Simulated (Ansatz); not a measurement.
Molecular dynamics, step by step

CuHBr (charge +1), singlet, BLYP-D4/def2-SVP (Ansatz 0.2.0). Settings (timestep in fs, temperature in K, friction in 1/fs; T counts 9 degrees of freedom, while the starting velocities carry no drift of the centre of mass, so T starts below the set value):

```yaml
hamiltonian: {xc: {name: BLYP}, dispersion: d4}
md: {n_steps: 60, timestep: 0.5, temperature: 300, ensemble: nvt_langevin, seed: 411, friction: 0.01, initial_velocities: maxwell_boltzmann}
```

Start:

```
3
angstrom
Cu -0.0843 -0.0616 -1.6886
Br -0.5032 -0.3676 0.6033
H 0.5874 0.4291 1.0853
```

```tsv
step	time (fs)	potential energy less the start (meV)	kinetic energy (meV)	T (K)
0	0.00	0.0	77.6	200
4	2.00	19.7	51.8	134
8	4.00	4.1	50.5	130
12	6.00	5.2	59.9	154
16	8.00	40.0	32.7	84
20	10.00	49.4	31.3	81
24	12.00	12.4	84.9	219
28	14.00	19.1	102.4	264
32	16.00	61.8	66.7	172
36	18.00	14.5	109.0	281
40	20.00	10.5	102.1	263
44	22.00	51.5	62.9	162
48	24.00	37.0	71.5	184
52	26.00	-3.0	110.8	286
56	28.00	24.6	62.5	161
60	30.00	39.0	44.4	115
```

Step 4, positions (Å) and forces (eV/Å):

| atom | x | y | z | Fx | Fy | Fz |
| --- | --- | --- | --- | --- | --- | --- |
| Cu1 | -0.086 | -0.060 | -1.688 | 0.018 | 0.014 | -0.010 |
| Br2 | -0.501 | -0.369 | 0.602 | -0.854 | -0.663 | -0.367 |
| H3 | 0.537 | 0.437 | 1.115 | 0.836 | 0.649 | 0.377 |

Step 20, positions (Å) and forces (eV/Å):

| atom | x | y | z | Fx | Fy | Fz |
| --- | --- | --- | --- | --- | --- | --- |
| Cu1 | -0.092 | -0.058 | -1.685 | 0.050 | 0.047 | 0.041 |
| Br2 | -0.493 | -0.370 | 0.604 | 0.747 | 0.694 | 0.596 |
| H3 | 0.522 | 0.569 | 1.251 | -0.797 | -0.741 | -0.638 |

Step 52, positions (Å) and forces (eV/Å):

```
atom       x       y       z      Fx      Fy      Fz
 Cu1  -0.096  -0.030  -1.679   0.020   0.024   0.045
 Br2  -0.454  -0.358   0.623   0.046   0.054   0.065
  H3   0.437   0.668   1.166  -0.066  -0.078  -0.110
```

Last step (60):

```
3
angstrom
Cu -0.0935 -0.0199 -1.6763
Br -0.4472 -0.3560 0.6280
H 0.4136 0.6237 1.1274
```

The run took about 110 s on 2 CPU threads of an Arm Neoverse N1 (shared host).
